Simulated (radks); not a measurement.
Results of a calculation; reference values are marked as such.
Problem. Successive ionisation energies (eV) of one element, from differences of total energies of ions in their ground configurations, starting at charge 0: 5.608, 11.531, 26.002, 44.457, 71.882, 85.726, 99.776. Level of theory: scalar-relativistic Kohn-Sham, PBE, spin-polarised, spherical densities, finite nucleus; open shells are filled with parallel spins first (spin-orbit coupling, left out, can overturn this in heavy ions); Fermi nuclear charge, rms radius 5.1115 fm (a radial shooting solver on a logarithmic mesh with Libxc functionals). Which element is it?

Solution. Europium (Z = 63). The first species listed is Eu in [Xe] 4f7 6s2, the last Eu6+ in [Kr] 4d10 4f5 5s2 5p4.
